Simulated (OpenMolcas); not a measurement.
## Predicting a hybrid from its neighbours: CH2FNOSn

The species is CH2FNOSn (7 atoms), meant as a singlet with charge 0. As SMILES, `O=C=[N][SnH2][F]`. Geometry: relaxed at PBE0-D4/def2-TZVP. This is one conformer, not always the lowest.

The vertical energy of the triplet above the singlet y, in eV, basis def2-SVP with a core potential; a is the functional's share of exact exchange. Programs: OpenMolcas 26.06.

| functional | program | a | y (eV) |
| --- | --- | --- | --- |
| BLYP | OpenMolcas | 0 | 5.48 |
| revPBE | OpenMolcas | 0 | 5.58 |
| B3LYP | OpenMolcas | 0.2 | 6.01 |
| PBE0 | OpenMolcas | 0.25 | ? |
| BHLYP | OpenMolcas | 0.5 | 6.32 |

Task: Fit y = c + s·a to the known rows and predict PBE0.

Result: 
1. Means of the 4 rows: a = 0.1750, y = 5.848.
2. Σ(Δa)² = 0.1675, Σ(Δa·Δy) = 0.26875, so the slope is 0.26875/0.1675 = 1.6045.
3. Intercept: 5.848 − (1.6045) × 0.1750 = 5.567. The largest residual of the fit is 0.12.
4. PBE0: 5.567 + (1.6045) × 0.25 = 5.97 eV.

The run gave 6.14 eV, so the prediction is off by -0.17 eV, more than the largest residual. Spin-orbit coupling is left out.
